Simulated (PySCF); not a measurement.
Si(H)2(OMe)(SMe) (C2H8OSSi), SMILES CO[SiH2]SC.

Geometry optimised at PBE-D3(BJ)/def2-SVP. The values are those of a single conformer.

Vertical ionisation energy (IE) and electron affinity (EA) in eV. Rows of orbital energies are one-electron estimates. Where ΔSCF, EOM or ADC give a negative EA the extra electron is unbound and the value depends on the basis.

| level | IE | EA |
|---|---|---|
| −ε(HOMO), −ε(LUMO), B3LYP/def2-TZVP (PySCF) | 6.84 | -0.04 |
| −ε(HOMO), −ε(LUMO), PBE/def2-TZVP (PySCF) | ? | ? |

Q: Fill in the missing entries. (The exact figures need the calculation; the answer reports its results.)

A: 
- −ε(HOMO), −ε(LUMO), PBE/def2-TZVP (PySCF), IE: 5.88
- −ε(HOMO), −ε(LUMO), PBE/def2-TZVP (PySCF), EA: 0.65
